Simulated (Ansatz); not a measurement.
Ansatz (a quantum-chemistry and plane-wave program) input (CCSD(T)/cc-pVTZ):

Ansatz 0.2 input:
```yaml
crystal:
  periodic: [false, false, false]
  atoms:
    - {symbol: B, position_ang: [-0.77657967, 0.03230627, -0.00413419]}
    - {symbol: N, position_ang: [0.60979542, -0.02536793, 0.00324630]}
    - {symbol: H, position_ang: [-1.39837774, -0.98543134, -0.02544751]}
    - {symbol: H, position_ang: [-1.31189213, 1.09818051, 0.01101914]}
    - {symbol: H, position_ang: [1.19719081, 0.79223349, 0.02089926]}
    - {symbol: H, position_ang: [1.12740949, -0.88893853, -0.00852404]}
basis:
  gaussian:
    orbitals: cc-pVTZ
magnetization: {spin_polarized: false}
correlation: {method: ccsd_t, frozen_orbitals: {B: 0, H: 0, N: 0}}
```

Output:

```
Functional definition: HF
integrals: 0.17 GiB planned
655 factors; integrals over basis functions are off by at most 1.9e-3 eV
mean field: 0.22 GiB planned
mean field evaluation 1: about -2216.4881 eV, gradient 3.0e1 eV
mean field evaluation 2: about -2216.4892 eV, gradient 3.0e1 eV
mean field evaluation 4: about -2218.4314 eV, gradient 2.5e0 eV
mean field evaluation 8: about -2218.4518 eV, gradient 2.7e-5 eV
mean field evaluation 16: about -2218.4513 eV, gradient 4.0e-1 eV
mean field -2218.45181378 eV, -81.5266004359 hartree, gradient 1.5e-6 eV, S^2 0.000000; 0 other end points of the search recorded, 0 dependent functions left out
reference -2218.45181378 eV, -81.5266004359 hartree; 8, 8 occupied and 108, 108 virtual orbitals, 655 factors
second order -9.69823039 eV of doubles, -0.00000000 eV of singles
coupled cluster: 0.40 GiB planned
cycle   1  -10.06873273 eV  change   -3.7e-1 eV  update   6.1e-2
cycle   2  -10.30912341 eV  change   -2.4e-1 eV  update   1.9e-2
cycle   3  -10.35111234 eV  change   -4.2e-2 eV  update   9.8e-3
cycle   4  -10.34412877 eV  change    7.0e-3 eV  update   3.2e-3
cycle   5  -10.34507316 eV  change   -9.4e-4 eV  update   1.4e-3
cycle   6  -10.34492704 eV  change    1.5e-4 eV  update   3.2e-4
cycle   7  -10.34485460 eV  change    7.2e-5 eV  update   7.3e-5
cycle   8  -10.34485129 eV  change    3.3e-6 eV  update   1.9e-5
perturbative correction -0.33959199 eV, -0.0124797754 hartree
Total energy: -2229.13625706 eV, -81.9192464840 hartree
```
